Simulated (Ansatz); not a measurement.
Steps of a relaxation of F₂I₂Ti, SMILES `[F][Ti]([F])([I])[I]` with RKS PBE-D4/def2-SVP.

```sh
$ ansatz run in.yaml --threads 4 --pin off --events-out ev --progress --plain --max-ram 11315MiB
```

```yaml
crystal:
  periodic: [false, false, false]
  atoms:
    - {symbol: F, position_ang: [0.181300, -0.486300, 1.988500]}
    - {symbol: Ti, position_ang: [0.107700, -0.118800, 0.083300]}
    - {symbol: F, position_ang: [1.490600, -1.111200, -0.766600]}
    - {symbol: I, position_ang: [-2.206500, -0.886500, -0.945800]}
    - {symbol: I, position_ang: [0.476800, 2.529200, -0.400800]}
basis:
  gaussian: {orbitals: def2-SVP}
hamiltonian: {xc: pbe, dispersion: d4}
relax: {f_tol: 0.03, max_steps: 200}
```

Positions (Å) and forces (eV/Å) along the path, 5 of 5 steps:

```xyz
5
step=1 energy=-44738.5894 eV
F     0.181   -0.486    1.988   -0.212    0.768   -3.740
Ti    0.108   -0.119    0.083    2.148   -1.608    1.571
F     1.491   -1.111   -0.767   -2.550    1.860    1.528
I    -2.207   -0.886   -0.946    0.845    0.336    0.399
I     0.477    2.529   -0.401   -0.230   -1.356    0.242
5
step=2 energy=-44739.4697 eV
F     0.157   -0.443    1.853   -0.033    0.288   -1.528
Ti    0.127   -0.123    0.086    1.407   -1.175    1.104
F     1.427   -1.043   -0.726   -0.986    0.709    0.633
I    -2.089   -0.810   -0.882   -0.443   -0.149   -0.172
I     0.428    2.345   -0.372    0.055    0.327   -0.038
5
step=3 energy=-44739.5688 eV
F     0.168   -0.417    1.779    0.018   -0.128    0.468
Ti    0.136   -0.142    0.081   -0.310    0.284   -0.307
F     1.411   -1.015   -0.683    0.265   -0.224   -0.145
I    -2.136   -0.859   -0.880    0.032    0.002    0.010
I     0.471    2.359   -0.340   -0.005    0.066   -0.026
5
step=4 energy=-44739.5713 eV
F     0.150   -0.455    1.790    0.060    0.063   -0.024
Ti    0.154   -0.114    0.088   -0.134   -0.143   -0.028
F     1.398   -1.044   -0.689    0.026    0.068    0.032
I    -2.109   -0.854   -0.869    0.027    0.039    0.000
I     0.458    2.394   -0.362    0.021   -0.026    0.020
5
step=5 energy=-44739.5758 eV
F     0.170   -0.438    1.788   -0.008    0.010    0.002
Ti    0.134   -0.128    0.081    0.024   -0.026    0.016
F     1.408   -1.028   -0.679   -0.002    0.006   -0.010
I    -2.127   -0.856   -0.880   -0.010    0.004   -0.005
I     0.464    2.376   -0.352   -0.004    0.006   -0.003
```

Hardware: 4 threads of an Arm Neoverse V1 on a shared host. Wall time 11 s, peak host memory 0.19 GiB.
